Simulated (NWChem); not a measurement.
Atomisation of HO$_{3}$S

```xyz
5

O     -0.3644     1.4171     0.1278
S     -0.1518     0.0082    -0.2669
O     -0.9808    -1.0941     0.2413
O      1.4070    -0.3927     0.1491
H      1.9347     0.4268     0.1249
```
Charge 0, spin multiplicity 2.

Everything below was run with NWChem. The geometry was optimised at UB3LYP/def2-SVP, a minimum by its harmonic frequencies. It is one conformer; others weren't searched.

Basis set: def2-TZVP. The atomisation energy is electronic alone: no zero-point, thermal, spin-orbit or counterpoise terms. No value is extrapolated to the basis-set limit. Free atoms are single determinants with multiplicities O 3, S 3, H 2. Correlated methods freeze the same cores in atoms and molecule, 8 orbitals in all.

```tsv
method	atomisation energy (kcal/mol)	relative cost
LDA (SVWN5)	511.5	1
PBE0	389.1	under 3
B3LYP	385.0	under 3
BLYP	403.4	under 3
BP86	424.3	under 3
PBE	425.7	under 3
TPSS	395.1	under 3
HF	178.3	3
MP2	395.8	4
```

The values span 333.2 kcal/mol, from HF (lowest) to LDA (SVWN5) (highest). Relative cost: rough, from shared machines, SCF included, LDA (SVWN5) = 1. Costs are the molecule's.

B3LYP has NWChem's definition, with VWN1-RPA local correlation. The structure started from a generated list of species. No SCF solution was tested for a lower state. Open-shell Hartree-Fock references start from PBE0 orbitals; any time given for them includes that run.
